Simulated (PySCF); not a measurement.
# V⁺ (vanadium, charge +1): PBE calculation

Configuration: [Ar] 3d4, high-spin 5D determinant. All numbers are calculated (PySCF 2.14, no relativity, point nucleus, in cc-pVTZ (7s6p4d2f1g, 68 functions)).

| Item | Value |
| --- | --- |
| Total energy | -943.436 hartree |
| One-electron energy | -1291.739 hartree |
| Hartree (Coulomb) energy | 393.323 hartree |
| Exchange-correlation energy | -45.019 hartree |
| Kinetic energy | 942.07123 hartree |
| ⟨S²⟩ | 6.0002 |
| ⟨L²⟩ | 6.008 |
| Sum of ⟨r⟩ | 16.59 bohr |
| Sum of ⟨r²⟩ | 22.87 bohr² |
| Traceless quadrupole moment −½Σ⟨3z² − r²⟩ along its main axis | -0.798 e·bohr² |
| Density at the nucleus (Gaussians lack the cusp) | 8110 bohr⁻³ |
| Spin density at the nucleus | -0.238 bohr⁻³ |
| Langevin diamagnetic susceptibility | -18.1 ×10⁻⁶ cm³/mol |
| Time after the integrals | 1.1 s of wall time on 1 thread of AMD EPYC 7B13 (shared host) |

```
shell  electrons  mean orbital energy (hartree)  spread (hartree)  rms radius, mean of both spins (bohr)
 1s β          1                     -195.82226                 0                                 0.0776
 1s α          1                     -195.82211                 0                                 0.0776
 2s α          1                      -21.94987                 0                                  0.338
 2s β          1                      -21.90906                 0                                  0.338
 2p α          3                      -18.52670           0.01345                                  0.305
 2p β          3                      -18.49546           0.02149                                  0.305
 3s α          1                       -2.67944                 0                                   1.04
 3s β          1                       -2.55688                 0                                   1.04
 3p α          3                       -1.75778           0.01905                                   1.12
 3p β          3                       -1.63550           0.05047                                   1.12
 3d α          4                       -0.36592           0.03133                                   1.76
```
